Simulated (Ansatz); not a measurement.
Start from `[SiH3]CO[SiH2]Cl` and change one atom or group to get `FCOC[SiH3]`.

Ansatz, PBE0-D4/def2-TZVP geometries, multiplicity 1. Each molecule was computed in one conformer, which needn't be the lowest.

```csv
property,`[SiH3]CO[SiH2]Cl`
HOMO energy (B3LYP/def2-TZVPP) / eV,-8.31
HOMO–LUMO gap (B3LYP/def2-TZVPP) / eV,8.33
HOMO–LUMO gap (PBE0/def2-TZVPP) / eV,8.75
HOMO energy (PBE0/def2-TZVPP) / eV,-8.53
LUMO energy (ωB97M-V/def2-TZVPP) / eV,1.89
HOMO–LUMO gap (ωB97M-V/def2-TZVPP) / eV,12.72
```

(1) What does the change do to each property? (Estimate.)

Results:

(1) Computed: 
```
                               property  `FCOC[SiH3]`  shift
    HOMO energy (B3LYP/def2-TZVPP) / eV         -7.77   0.54
  HOMO–LUMO gap (B3LYP/def2-TZVPP) / eV          8.18  -0.15
   HOMO–LUMO gap (PBE0/def2-TZVPP) / eV          8.65  -0.10
     HOMO energy (PBE0/def2-TZVPP) / eV         -7.99   0.54
  LUMO energy (ωB97M-V/def2-TZVPP) / eV          2.17   0.28
HOMO–LUMO gap (ωB97M-V/def2-TZVPP) / eV         12.47  -0.25
```

With PBE0 the HOMO rises by 0.54 eV and the LUMO rises by 0.45 eV, so the gap narrows by about 0.09 eV. PBE moves the HOMO by 0.60 eV and ωB97M-V by 0.53 eV.

B3LYP here is the variant with VWN-RPA as its local correlation; programs differ in this.
